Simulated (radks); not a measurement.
Isoelectronic series with 26 electrons, all held in the configuration [Ar] 3d6 4s2, which need not be the ground one along the series. Method: Dirac Kohn-Sham, PBE, spin-unpolarised, spherical densities, point nucleus; open shells are shared between the two j in proportion to 2j + 1; computed with a radial shooting solver on a logarithmic mesh with Libxc functionals. Total energies (hartree) and orbital eigenvalues (eV):

ion,E (hartree),4s1/2,3d5/2,3d3/2
Fe,-1272.47554,-5.2916,-7.4445,-7.5965
Ga5+,-1933.19795,-73.8339,-123.3874,-124.0065
Kr10+,-2744.40349,-191.4204,-324.4033,-326.0432
Nb15+,-3708.43665,-355.0454,-603.6166,-607.1455
Pd20+,-4828.76258,-564.6653,-959.4658,-966.1367
Sb25+,-6109.71689,-820.9742,-1391.355,-1402.878
Ba30+,-7556.5524,-1125.082,-1899.028,-1917.648
Pm35+,-9175.5688,-1478.449,-2482.390,-2510.963
Dy40+,-10974.3035,-1882.888,-3141.437,-3183.514
Lu45+,-12961.7955,-2340.612,-3876.220,-3936.134
Os50+,-15148.9438,-2854.308,-4686.828,-4769.786
Tl55+,-17549.0034,-3427.239,-5573.377,-5685.552
